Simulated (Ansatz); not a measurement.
CH$_{4}$SnTe, SMILES `[CH2]1[SnH2][Te]1`, relaxed with RKS PBE-D4/def2-SVP in Ansatz from a rough embedded geometry. The force threshold is 0.03 eV/Å; the program also tests the step.

Charge 0, multiplicity 1. Sn, Te takes the def2 core potential.

Start:

```xyz
7

C     0.151   -0.954    0.238
Sn   -0.080    1.053   -0.310
Te   -1.512   -0.692    1.394
H     1.117   -1.120    0.773
H    -0.018   -1.671   -0.663
H    -0.770    1.283   -1.916
H     1.112    2.101    0.483
```

```json
{"step": "1", "energy (eV)": "-14222.7901", "largest force (eV/Å)": "2.679", "largest move (Å)": "0.000"}
{"step": "2", "energy (eV)": "-14223.2631", "largest force (eV/Å)": "0.712", "largest move (Å)": "0.195"}
{"step": "3", "energy (eV)": "-14223.3020", "largest force (eV/Å)": "0.358", "largest move (Å)": "0.107"}
{"step": "4", "energy (eV)": "-14223.3220", "largest force (eV/Å)": "0.166", "largest move (Å)": "0.048"}
{"step": "5", "energy (eV)": "-14223.3248", "largest force (eV/Å)": "0.015", "largest move (Å)": "0.015"}
```

End:

```xyz
7

C     0.261   -1.052    0.164
Sn   -0.078    1.028   -0.298
Te   -1.558   -0.522    1.390
H     1.133   -1.302    0.792
H     0.038   -1.794   -0.621
H    -0.760    1.435   -1.822
H     0.963    2.207    0.395
```

It took 3.5 s on 2 threads of an AMD EPYC 9R45 on a shared host, with 0.14 GiB of host memory at the peak.
